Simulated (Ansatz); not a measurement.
`[Cl][GaH][GeH3]` and `[Cl][AlH][GeH3]` differ in one element.

Ansatz, PBE0-D4/def2-TZVP geometries, multiplicity 1. 

Scalar relativity is left out up to krypton.

```tsv
property	`[Cl][GaH][GeH3]`
LUMO energy (PBE/def2-TZVPP) / eV	-2.81
HOMO–LUMO gap (B3LYP/def2-TZVPP) / eV	5.29
HOMO energy (PBE0/def2-TZVPP) / eV	-7.81
LUMO energy (B3LYP/def2-TZVPP) / eV	-2.31
HOMO energy (ωB97M-V/def2-TZVPP) / eV	-9.84
HOMO energy (PBE/def2-TZVPP) / eV	-6.68
```

(1) Give the same properties after the change, and the shifts. (Estimate.)

Results:

(1) The calculation gave: 
```csv
property,`[Cl][AlH][GeH3]`,shift
LUMO energy (PBE/def2-TZVPP) / eV,-2.70,0.11
HOMO–LUMO gap (B3LYP/def2-TZVPP) / eV,5.44,0.15
HOMO energy (PBE0/def2-TZVPP) / eV,-7.79,0.02
LUMO energy (B3LYP/def2-TZVPP) / eV,-2.15,0.16
HOMO energy (ωB97M-V/def2-TZVPP) / eV,-9.79,0.05
HOMO energy (PBE/def2-TZVPP) / eV,-6.68,0.00
```

B3LYP here is the variant with VWN-RPA as its local correlation; programs differ in this.
